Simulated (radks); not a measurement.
Ionisation of the tungsten ion W+, [Xe] 4f14 5d4 6s1, to [Xe] 4f14 5d4 as the strength of local exchange is varied. All-electron calculation, scalar-relativistic Kohn-Sham, Slater X-alpha exchange (alpha = 2/3 is LDA exchange), no correlation, spin-unpolarised, spherical densities, finite nucleus; Fermi nuclear charge, rms radius 5.3658 fm. Program: a radial shooting solver on a logarithmic mesh with Libxc functionals.

| alpha | E(W+) (hartree) | exchange (hartree) | IE (eV) | -e of the level emptied (eV) | <r> of it (bohr) |
|---|---|---|---|---|---|
| 0.556 | -16071.7965 | -253.8206 | 14.181 | 10.690 (6s) | 3.047 |
| 0.667 | -16122.8060 | -305.5348 | 14.963 | 11.437 (6s) | 2.982 |
| 0.691 | -16133.8580 | -316.7615 | 15.135 | 11.602 (6s) | 2.968 |
| 0.902 | -16231.3730 | -416.1553 | 16.691 | 13.112 (6s) | 2.850 |
| 0.925 | -16242.0406 | -427.0646 | 16.866 | 13.283 (6s) | 2.838 |
| 0.939 | -16248.5375 | -433.7123 | 16.972 | 13.387 (6s) | 2.830 |
| 0.985 | -16269.9039 | -455.5930 | 17.324 | 13.733 (6s) | 2.806 |

NIST Atomic Spectra Database: 16.4 +/- 0.15 eV (semi-empirical). The Delta-SCF value meets it near alpha = 0.86. Spin polarisation and multiplet splitting are left out, so open shells lie too high by an amount that depends on their filling. Spin-orbit splitting is averaged out at the scalar-relativistic level.

Beside tabulated values, note that spin-unpolarised runs miss the spin-polarisation part of the exchange energy of open shells.
